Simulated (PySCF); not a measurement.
C3H3NO3S. Atoms are numbered in the order given.

```xyz
11

N      3.8010     1.0631    -0.6382
C      2.6544     0.9585    -0.5045
C      1.2433     0.8482    -0.3412
C      0.6391    -0.3061    -0.0423
S     -1.1192    -0.3488     0.0874
O     -1.5959    -1.4926    -0.6656
O     -1.6296     0.9867    -0.1077
O     -1.2855    -0.7109     1.6556
H      0.6402     1.7556    -0.4653
H      1.1474    -1.2639     0.0937
H     -1.6201    -1.6204     1.7108
```

Coordinates come from a PBE0-D3(BJ)/def2-SVP optimisation. One conformer was computed; it need not be the lowest.

The numbers are results of PBE/def2-TZVP run with PySCF, not measurements.

ESP charges are fitted to the potential on shells at 1.4 to 2.0 van der Waals radii. Atomic charges (e):

```tsv
atom	Mulliken	ESP fit	IAO
N1	0.08	-0.39	-0.20
C2	-0.25	0.35	0.14
C3	0.01	-0.07	-0.15
C4	…	-0.24	-0.36
S5	0.68	0.83	2.16
O6	-0.36	-0.42	-0.84
O7	-0.35	-0.37	-0.83
O8	…	-0.47	-0.72
H9	…	0.18	0.21
H10	…	0.20	0.20
H11	…	0.42	0.39
```

Question: Complete the blanks. (The exact figures need the calculation; the answer reports its results.)

Answer: 
- C4, Mulliken: -0.14
- O8, Mulliken: -0.34
- H9, Mulliken: 0.19
- H10, Mulliken: 0.16
- H11, Mulliken: 0.34

Computed Mayer and Wiberg (Löwdin basis) orders of the bonds:
```
bond    Mayer  Wiberg
------  -----  ------
N1–C2    3.03    3.25
C2–C3    1.02    1.35
C3–C4    1.78    1.99
C4–S5    0.90    1.06
S5–O6    1.92    2.38
S5–O7    1.96    2.41
S5–O8    1.11    1.48
C3–H9    0.91    0.78
C4–H10   0.92    0.85
O8–H11   0.85    1.02
```
